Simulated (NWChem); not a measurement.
System: C$_{4}$H$_{3}$F; SMILES C#CC(=C)F

Here is an NWChem input.

```
start job
memory heap 200 mb stack 700 mb global 900 mb
geometry units angstroms noautosym nocenter noautoz
  C      0.055319     2.194659     0.000000
  C     -0.002349     0.971175     0.000000
  C     -0.056632    -0.455627     0.000000
  C     -1.179230    -1.202767     0.000000
  F      1.158001    -1.050972     0.000000
  H      0.102714     3.275041     0.000000
  H     -2.162790    -0.716849     0.000000
  H     -1.111424    -2.299685     0.000000
end
basis spherical
  * library 6-31g*
end
dft
  xc b3lyp
  iterations 150
end
cosmo
  do_cosmo_smd true
  solvent thf
end
task dft energy
```

Parts of the log:

```
             Northwest Computational Chemistry Package (NWChem) 7.3.0
             --------------------------------------------------------

                             Geometry "geometry" -> ""
                             -------------------------

 Output coordinates in angstroms (scale by  1.889725989 to convert to a.u.)

  No.       Tag          Charge          X              Y              Z
 ---- ---------------- ---------- -------------- -------------- --------------
    1 C                    6.0000     0.05531900     2.19465900     0.00000000
    2 C                    6.0000    -0.00234900     0.97117500     0.00000000
    3 C                    6.0000    -0.05663200    -0.45562700     0.00000000
    4 C                    6.0000    -1.17923000    -1.20276700     0.00000000
    5 F                    9.0000     1.15800100    -1.05097200     0.00000000
    6 H                    1.0000     0.10271400     3.27504100     0.00000000
    7 H                    1.0000    -2.16279000    -0.71684900     0.00000000
    8 H                    1.0000    -1.11142400    -2.29968500     0.00000000

 Effective nuclear repulsion energy (a.u.)     140.1681557158

                                 NWChem DFT Module
                                 -----------------

 Summary of "ao basis" -> "ao basis" (spherical)
 ------------------------------------------------------------------------------
       Tag                 Description            Shells   Functions and Types
 ---------------- ------------------------------  ------  ---------------------
 C                           6-31g*                  6       14   3s2p1d
 F                           6-31g*                  6       14   3s2p1d
 H                           6-31g*                  2        2   2s

 in cosmo_initialize ...
 calling solv_data for solv:thf

 solvent parameters
 solvname_short: thf
 solvname_long:  tetrahydrofuran
 dielec:        7.4257
 dielecinf:     1.9740
 nonaqueous SMD model solvent descriptors
 dielec:        7.4257
 sola:          0.0000
 solb:          0.4800
 solc:          0.0000
 solg:         39.4400
 solh:          0.0000
 soln:          1.4050

          ---------------
          -cosmo- solvent
          ---------------
 Cosmo: York-Karplus, doi: 10.1021/jp992097l
 dielectric constant -eps-     =   7.43
 screen = (eps-1)/(eps    )    =   0.86533
 surface charge correction     = lagrangian

   van der Waals surface
 --------------------------

[...]

                                COSMO-SMD solvation results
                                ---------------------------

             internal energy in gas <Psi(g)|H|Psi(g)> =      -253.958042460056
         internal energy in solvent <Psi(s)|H|Psi(s)> =      -253.957267480376
                               delta internal energy  =         0.000774979681 (    0.49 kcal/mol)
   total free energy in solvent <Psi(s)|H+V/2|Psi(s)> =      -253.963978823641
 polarization energy contribution <Psi(s)|V/2|Psi(s)> =        -0.006711343265 (   -4.21 kcal/mol)
    total free energy in solvent including G(SMD-CDS) =      -253.961521676956
                       G(SMD-CDS) energy contribution =         0.002457146685 (    1.54 kcal/mol)
     1 M fixed-concentration free energy of solvation =        -0.003479216900 (   -2.18 kcal/mol)

                       DFT Final Molecular Orbital Analysis
                       ------------------------------------

 Vector   16  Occ=2.000000D+00  E=-3.275290D-01
              MO Center=  7.0D-02,  5.7D-01, -1.9D-09, r^2= 2.6D+00
   Bfn.  Coefficient  Atom+Function         Bfn.  Coefficient  Atom+Function
  ----- ------------  ---------------      ----- ------------  ---------------
    19      0.363509  2 C  pz                 5      0.286075  1 C  pz
    61     -0.284442  5 F  pz                33      0.235570  3 C  pz
    23      0.216079  2 C  pz                65     -0.212516  5 F  pz
    47      0.160650  4 C  pz                 9      0.159207  1 C  pz
    51      0.114302  4 C  pz                37      0.102569  3 C  pz

 Vector   17  Occ=2.000000D+00  E=-2.965303D-01
              MO Center=  2.6D-02,  1.5D+00, -2.0D-10, r^2= 1.7D+00
   Bfn.  Coefficient  Atom+Function         Bfn.  Coefficient  Atom+Function
  ----- ------------  ---------------      ----- ------------  ---------------
    17      0.418686  2 C  px                 3      0.407998  1 C  px
     7      0.260253  1 C  px                21      0.230616  2 C  px
    60     -0.113072  5 F  py                64     -0.080785  5 F  py
    46      0.077320  4 C  py                76     -0.056616  8 H  s
    48      0.052507  4 C  s                 75     -0.047618  8 H  s

 Vector   18  Occ=2.000000D+00  E=-2.484535D-01
              MO Center= -4.2D-01,  3.6D-02, -1.9D-10, r^2= 3.4D+00
   Bfn.  Coefficient  Atom+Function         Bfn.  Coefficient  Atom+Function
  ----- ------------  ---------------      ----- ------------  ---------------
    47      0.368598  4 C  pz                 5     -0.304147  1 C  pz
    51      0.297654  4 C  pz                33      0.282613  3 C  pz
     9     -0.222724  1 C  pz                19     -0.197998  2 C  pz
    61     -0.182229  5 F  pz                37      0.150896  3 C  pz
    65     -0.144003  5 F  pz                23     -0.108344  2 C  pz

 Vector   19  Occ=0.000000D+00  E=-3.496679D-02
              MO Center= -4.3D-01,  1.2D-01,  2.1D-09, r^2= 3.7D+00
   Bfn.  Coefficient  Atom+Function         Bfn.  Coefficient  Atom+Function
  ----- ------------  ---------------      ----- ------------  ---------------
    51      0.472097  4 C  pz                 9      0.397303  1 C  pz
    47      0.372408  4 C  pz                33     -0.328872  3 C  pz
    37     -0.319770  3 C  pz                 5      0.315399  1 C  pz
    23     -0.256808  2 C  pz                19     -0.202846  2 C  pz
    61      0.129481  5 F  pz                65      0.120597  5 F  pz

[...]
```

Level: B3LYP/6-31G* (spherical d), SMD on the gas-phase geometry. Structure relaxed at the PBE-D3(BJ)/def2-SVP level. Solvent: tetrahydrofuran.
